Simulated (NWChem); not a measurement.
Species: CH3Si, doublet; SMILES C=[SiH]

Program: NWChem. Spin-unrestricted. No stability test was run on the SCF state. B3LYP is NWChem's, with the RPA form of VWN correlation. Each level has its own optimisation; frequencies are unscaled.

```
level                r C–Si (Å)  r H–Si (Å)  highest harmonic frequency (cm⁻¹)  lowest (cm⁻¹)  zero-point energy (kcal/mol)
-------------------  ----------  ----------  ---------------------------------  -------------  ----------------------------
B3LYP/3-21G               1.743       1.510                               3247            282                          19.1
CAM-B3LYP/def2-SVP        1.705       1.499                               3262            505                          19.4
PBE-D3(BJ)/def2-SVP       1.727       1.517                               3182            226                          18.2
```
